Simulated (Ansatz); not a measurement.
`C=C[SiH](F)S[SiH2]Cl` + `F[SiH3]` → `C=C[SiH](F)[SiH2]F` + `S[SiH2]Cl`  (formal exchange of groups at the Si–S bond)

Isolated molecules relaxed with PBE0-D4/def2-TZVP in Ansatz; ΔE leaves out vibrations. CCSD(T)/CBS is the MP2 limit (def2-TZVPP, def2-QZVPP) plus CCSD(T) − MP2 in def2-TZVPP, frozen cores. This one scheme is used for every species. Functionals use def2-TZVPP. B3LYP here is the variant with VWN-RPA as its local correlation; programs differ in this. One conformer a species, not always the lowest.

| level | ΔE (kcal/mol) |
| --- | --- |
| B3LYP-D4 | 22.2 |
| CCSD(T)/def2-TZVPP | 22.9 |

Q: What does CCSD(T)/CBS give? (An estimate is asked.)

A: Computed: +23.3 kcal/mol. The listed levels differ from it by -1.1, -0.4 kcal/mol.

Largest T1 diagnostic among the species: 0.012.

The D4 term adds +3.2 kcal/mol with B3LYP and +1.9 kcal/mol with PBE0; it sums over pairs of atoms, weighted by their polarisabilities, and B3LYP, whose exchange is more repulsive, gets the larger term. In def2-TZVPP, CCSD(T) changes the Hartree–Fock value by +1.4 kcal/mol (the triples alone add +0.7 kcal/mol) and MP2 by +4.7 kcal/mol. From PBE to PBE0 (25 % exact exchange), in def2-TZVPP and without D4, ΔE moves by +1.5 kcal/mol.
